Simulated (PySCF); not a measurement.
# TDDFT excited states: C5H7F2NO

C5H7F2NO.
SMILES: `C[C@@H](C#N)O[C@@H](F)CF`

Method used: TDDFT PBE0/def2-SVPD, vertical, gas phase, core orbitals frozen in the response in PySCF 2.14.0, density-fitted response routines. One conformer (not necessarily the lowest) at the GFN2-xTB geometry, without solvent, vibrations or thermal averaging. Torsions of this conformer, `[CH3:1][C@@H:2]([C:3]#[N:4])[O:5][C@@H:6]([F:7])[CH2:8][F:9]`: C1–C2–O5–C6 163°, C2–O5–C6–F7 73°, O5–C6–C8–F9 86°.

Question: List the vertical singlet excitations with oscillator strengths and describe the spectrum.

Answer: 

```tsv
state	E (eV)	E (hartree)	f	main configurations (H = HOMO, L = LUMO)
S1	7.55	0.2773	0.0007	H-1→L (32%), H-2→L (19%), H→L (18%)
S2	8.04	0.2954	0.013	H-2→L+1 (22%), H-2→L (22%), H→L (17%)
S3	8.12	0.2985	0.0047	H→L (46%), H-1→L (17%), H→L+1 (13%)
S4	8.23	0.3026	0.0002	H-2→L+1 (24%), H-1→L+1 (15%), H-3→L+1 (14%)
S5	8.57	0.3148	0.015	H→L+1 (60%), H→L (14%)
S6	8.70	0.3196	0.016	H-3→L (40%), H-1→L (17%), H-2→L (12%)
S7	8.98	0.3298	0.019	H→L+2 (29%), H-1→L+1 (20%)
S8	9.02	0.3314	0.023	H-1→L+2 (48%), H→L+2 (29%)
```

Triplets, Tamm–Dancoff:

```csv
state,E (eV),λ (nm),"main configurations (H = HOMO, L = LUMO)"
T1,6.30,196.9,"H-2→L (21%), H-3→L (16%), H-1→L+1 (16%)"
T2,6.82,181.9,"H-2→L (28%), H-1→L (15%), H-1→L+1 (13%)"
T3,6.93,179.0,"H-2→L+1 (24%), H-1→L (12%)"
```

The lowest singlet lies at 7.55 eV (164 nm, vacuum ultraviolet) and is very weak; its leading configuration is HOMO-1→LUMO (32%). The most intense listed level is S8 at 9.02 eV (137 nm, f = 0.023), 1.47 eV above S1. It is the last of those listed, so stronger ones may follow. Löwdin shares by element: HOMO oxygen 46%, carbon 16% or more, nitrogen 10% (atoms not listed hold the other 29%); LUMO carbon 37% or more, nitrogen 23%, hydrogen 10% or more (atoms not listed hold the other 30%). The oscillator strengths of these states sum to 0.092; summed over the whole spectrum of an exact calculation they would give the number of electrons, 70 (Thomas–Reiche–Kuhn). Weighted by f, the mean energy of these states is 8.69 eV. The listed states span 1.47 eV, and the widest gap between neighbours is 0.49 eV (S1 to S2). The window holds the lowest 8 singlets.

The run took 3.2 min wall, 2.3 min CPU on one thread, Intel Xeon at 2.50 GHz (x86_64), shared host with 64 logical CPUs at a one-minute load of 54, and the process peaked at 1.0 GiB of memory.
